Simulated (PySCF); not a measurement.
**SMILES CCC/N=C(/C)C#N, C6H10N2**

Geometry:
| atom | x (Å) | y (Å) | z (Å) |
| --- | --- | --- | --- |
| C1 | 2.848 | -0.113 | -0.017 |
| C2 | 1.471 | -0.582 | -0.453 |
| C3 | 0.450 | 0.550 | -0.478 |
| N4 | -0.801 | 0.087 | -1.013 |
| C5 | -1.867 | 0.106 | -0.323 |
| C6 | -3.170 | -0.392 | -0.867 |
| C7 | -1.910 | 0.609 | 1.048 |
| N8 | -1.969 | 0.997 | 2.138 |
| H9 | 2.823 | 0.329 | 0.992 |
| H10 | 3.248 | 0.650 | -0.703 |
| H11 | 3.564 | -0.948 | 0.006 |
| H12 | 1.105 | -1.370 | 0.227 |
| H13 | 1.513 | -1.037 | -1.457 |
| H14 | 0.818 | 1.342 | -1.154 |
| H15 | 0.356 | 0.996 | 0.532 |
| H16 | -3.561 | -1.214 | -0.247 |
| H17 | -3.013 | -0.744 | -1.893 |
| H18 | -3.925 | 0.410 | -0.860 |

Level of theory: quadratic response PBE0/def2-SVPD first hyperpolarisability, Taylor convention, gas phase in PySCF 2.14.0. Geometry: PBE0-D3(BJ)/def2-SVP.

Q: What is the first hyperpolarisability, and how does it disperse?

A: In au, Taylor convention; the vector part is βᵢ = ⅓ Σⱼ (βᵢⱼⱼ + βⱼᵢⱼ + βⱼⱼᵢ); β∥ is 3/5 of the vector part along the dipole, the dipole points from − to +:
| process | λ (nm) | β vector norm | β∥ | β HRS | depolarisation ratio |
| --- | --- | --- | --- | --- | --- |
| static β(0;0,0) | ∞ | 97.2 | 13.3 | 52.7 | 2.79 |
| second harmonic β(−2ω;ω,ω) | 1064 | 126.9 | 17.5 | 66.2 | 2.99 |
| Pockels β(−ω;ω,0) | 1064 | 105.9 | 14.5 | – | – |
| second harmonic β(−2ω;ω,ω) | 800 | 159.1 | 22.6 | 80.6 | 3.18 |
| Pockels β(−ω;ω,0) | 800 | 113.4 | 15.5 | – | – |

Q: Which lowest excitations, dipole and polarisabilities go with it?

A: S1 4.42 eV (f = 0.003); S2 6.18 eV (f = 0.274); S3 6.27 eV (f = 0.003); dipole 2.25 D; isotropic α 87.3 au static, 88.1 au at 1064 nm, 88.7 au at 800 nm, 90.7 au at 532 nm, 93.7 au at 400 nm.
